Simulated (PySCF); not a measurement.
**Dipole moment and polarisability of `O=C(O)[Si@@H]1CCCS1`**

C4H8O2SSi.
SMILES with atom numbers: `[O:1]=[C:2]([OH:3])[Si@@H:4]1[CH2:5][CH2:6][CH2:7][S:8]1` (hydrogens: H9 on O3; H10 on Si4; H11, H12 on C5; H13, H14 on C6; H15, H16 on C7)

Cartesian coordinates in Å at the GFN2-xTB level; atoms count from 1:
```xyz
16
C4H8O2SSi angstrom
O      3.3311   -1.0172    0.9936
C      2.4406   -0.4181    0.4510
O      2.6604    0.5242   -0.4696
Si     0.5762   -0.6784    0.7952
C     -0.4748   -0.7233   -0.7896
C     -1.7957   -0.0543   -0.4254
C     -1.5231    1.2720    0.2587
S     -0.3511    1.0513    1.6563
H      3.6127    0.6663   -0.6107
H      0.4100   -1.8271    1.6792
H      0.0107   -0.1660   -1.5931
H     -0.6463   -1.7350   -1.1518
H     -2.3558   -0.6998    0.2540
H     -2.4095    0.1207   -1.3125
H     -1.0679    1.9847   -0.4283
H     -2.4252    1.7091    0.6815
```

Level: CAM-B3LYP/def2-SVPD (PySCF), static field, nuclei fixed, core orbitals frozen in the response. The polarisability tensor in these axes (au):

```
x   110.56  -9.16   4.80
y    -9.16  90.70  -0.14
z     4.80  -0.14  90.47
```

Question: What are the eigenvalues, a third of the trace, and Δα (Δα² = ½Σ(αi − αj)² over the three pairs)?

Answer: Principal values 86.36, 90.41 and 114.98 au; mean 97.25 au = 14.41 Å³ = 16.03 × 10⁻⁴⁰ C²·m²/J; Δα = 26.83 au (28 % of the mean).

Question: What is the dipole moment, and where does it point?

Answer: (-1.85, 0.47, -2.94) D, 3.50 D in size, pointing from the negative to the positive side. Measured along this direction, the outermost atoms are O1 at the negative end and H14 at the positive end.

Question: Along which axes do the principal values lie, and how far do the nuclei extend along each?

Answer: Largest value along (0.92, -0.35, 0.18), where the nuclei span 6.30 Å; middle along (0.00, 0.47, 0.88), 3.78 Å; least along (0.39, 0.81, -0.43), 4.27 Å. The strongest response lies along the longest span, while the other two are in reverse order.

Question: What depolarisation ratio follows for Rayleigh scattering of linearly polarised light, taking the static tensor?

Answer: ρ = 3Δα²/(45ᾱ² + 4Δα²) = 2159.1/(425561 + 2878.8) = 0.00504.

Question: What are the principal values of the traceless quadrupole moment, Θ = ½Σq(3rr − r²1), about the centre of nuclear charge?

Answer: -7.67, -1.84, 9.51 D·Å. The values depend on the origin, since the dipole doesn't vanish. The electronic extent ⟨r²⟩ about the same centre is 1429 bohr², a root-mean-square distance of 2.26 Å for the 78 electrons.

The structure is a single GFN2-xTB conformer in the gas phase; no vibrational or solvent corrections.
